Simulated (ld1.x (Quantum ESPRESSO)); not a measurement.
**Before and after: TM potential for zirconium**

- Element: zirconium
- Generator: ld1.x (Quantum ESPRESSO) 7.5
- Type: norm-conserving Troullier–Martins (Kleinman–Bylander form)
- Functional: PBE
- Relativity: fully relativistic
- Frozen core: [Kr]
- Valence charge: 4
- Reference configuration: 4d1 5s0 5p0 (charge +3)
- Partial waves: 5p (bound, empty): rc 2.55 bohr; 4d (bound): rc 1.70 bohr; 5s (bound, empty): rc 2.25 bohr
- Local potential: the s channel
- Core correction: Bessel-smoothed model core, default radius (core density twice the valence density)

Open shells are filled in proportion to 2j + 1 (rel_dist='average').

Change: type TM semilocal; scalar-relativistic; local potential the d channel.

Cutoffs: the cutoffs (Ry, on a coarse ladder) from which the occupation-weighted sum of valence levels, in a spherical-Bessel basis at the reference potential, stays within 10 and 1 mRy of its value at 400 Ry; they do not see the model core or the augmentation charge, which bear on the density cutoff. Errors are all-electron minus pseudo energies relative to the spin-unpolarised reference configuration.

Problem. Predict the effect on cutoff, ghosts and configuration errors.

Solution. The potential gets neither clearly harder nor softer (30 Ry and 40 Ry → 30 Ry and 40 Ry); the bound ghost in p disappears; of the 7 tests that both files solve, the error grows in 1 and shrinks in 6 by more than 15 % and 0.3 meV (median size 205.1 → 101.7 meV). A semilocal file is local in each channel, so a ghost entry of none says nothing of the separable form that plane-wave codes build from it. Several settings change at once here, so the effects cannot be laid on one of them.

```tsv
quantity	base	changed
cutoff, loose	30 Ry	30 Ry
cutoff, tight	40 Ry	40 Ry
bound ghosts	p1/2, p3/2	none
error for 4d2 5s2 5p0, meV [ΔE -42.70 eV]	-121	-57
error for 4d2 5s1 5p0, meV [ΔE -35.56 eV]	-205	-147
error for 4d2 5s0 5p0, meV [ΔE -22.62 eV]	-237	-194
error for 4d1 5s2 5p1, meV [ΔE -39.70 eV]	+53	+102
error for 4d2 5s0 5p2, meV [ΔE -36.49 eV]	-161	-2.1
error for 4d2 5s0 5p1, meV [ΔE -31.85 eV]	-205	-93
error for 4d2.5 5s1.5 5p0, meV [ΔE -42.19 eV]	-294	-190
s: phases at 2.77 bohr within 0.05 rad from the reference energy up to (Ry; the scan ends near 5)	-1.2	-1.2
```

 A true bound ghost makes a file unfit for plane-wave use even where its test errors are small: the radial tests pick states by their node count and pass the ghost by.
